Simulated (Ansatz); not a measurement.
`Cl[SiH2][GeH2][Cl]` and `N[SiH2][GeH2][Cl]` differ in one atom or group.

Ansatz, PBE0-D4/def2-TZVP geometries, multiplicity 1. Each molecule was computed in one conformer, which needn't be the lowest.

Scalar relativity is left out up to krypton.

```
                                          property  `Cl[SiH2][GeH2][Cl]`
           HOMO–LUMO gap (ωB97M-V/def2-TZVPP) / eV                 10.93
             LUMO energy (ωB97M-V/def2-TZVPP) / eV                  0.73
                HOMO energy (PBE0/def2-TZVPP) / eV                 -8.16
  size of the dipole moment (B3LYP/def2-TZVPP) / D                  0.86
               LUMO energy (B3LYP/def2-TZVPP) / eV                 -1.31
size of the dipole moment (ωB97M-V/def2-TZVPP) / D                  0.90
```

**Question.** What does the change do to each property? (Best estimate.)

**Answer.** The calculation gave: 
| property | `N[SiH2][GeH2][Cl]` | shift |
| --- | --- | --- |
| HOMO–LUMO gap (ωB97M-V/def2-TZVPP) / eV | 10.43 | -0.50 |
| LUMO energy (ωB97M-V/def2-TZVPP) / eV | 1.06 | 0.33 |
| HOMO energy (PBE0/def2-TZVPP) / eV | -7.25 | 0.91 |
| size of the dipole moment (B3LYP/def2-TZVPP) / D | 2.10 | 1.24 |
| LUMO energy (B3LYP/def2-TZVPP) / eV | -0.92 | 0.39 |
| size of the dipole moment (ωB97M-V/def2-TZVPP) / D | 2.11 | 1.21 |

With PBE0 the HOMO rises by 0.91 eV and the LUMO rises by 0.42 eV, so the gap narrows by about 0.49 eV. PBE moves the HOMO by 0.93 eV and ωB97M-V by 0.83 eV. Dipoles are sizes alone; their direction can turn.

Positive LUMOs are unbound, so they and the gaps depend on the basis.

B3LYP here is the variant with VWN-RPA as its local correlation; programs differ in this.
